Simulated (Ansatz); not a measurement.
One change: `[SiH3]C1=C[SiH2]1` becomes `F[SiH2]C1=C[SiH2]1`.

Ansatz, PBE0-D4/def2-TZVP geometries, multiplicity 1. Each molecule was computed in one conformer, which needn't be the lowest.

```tsv
property	`[SiH3]C1=C[SiH2]1`
HOMO–LUMO gap (ωB97M-V/def2-TZVPP) / eV	10.61
size of the dipole moment (ωB97M-V/def2-TZVPP) / D	0.43
LUMO energy (PBE/def2-TZVPP) / eV	-1.87
HOMO energy (ωB97M-V/def2-TZVPP) / eV	-9.30
LUMO energy (ωB97M-V/def2-TZVPP) / eV	1.30
LUMO energy (B3LYP/def2-TZVPP) / eV	-1.02
```

(1) What does the change do to each property? (Estimate.)

## Answers

(1) Ansatz gave: 
```csv
property,`F[SiH2]C1=C[SiH2]1`,shift
HOMO–LUMO gap (ωB97M-V/def2-TZVPP) / eV,10.39,-0.22
size of the dipole moment (ωB97M-V/def2-TZVPP) / D,1.66,1.23
LUMO energy (PBE/def2-TZVPP) / eV,-2.20,-0.33
HOMO energy (ωB97M-V/def2-TZVPP) / eV,-9.46,-0.16
LUMO energy (ωB97M-V/def2-TZVPP) / eV,0.92,-0.38
LUMO energy (B3LYP/def2-TZVPP) / eV,-1.36,-0.34
```

With PBE0 the HOMO falls by 0.16 eV and the LUMO falls by 0.34 eV, so the gap narrows by about 0.18 eV. PBE moves the HOMO by -0.14 eV and ωB97M-V by -0.16 eV. Dipoles are sizes alone; their direction can turn.

B3LYP here is the variant with VWN-RPA as its local correlation; programs differ in this.
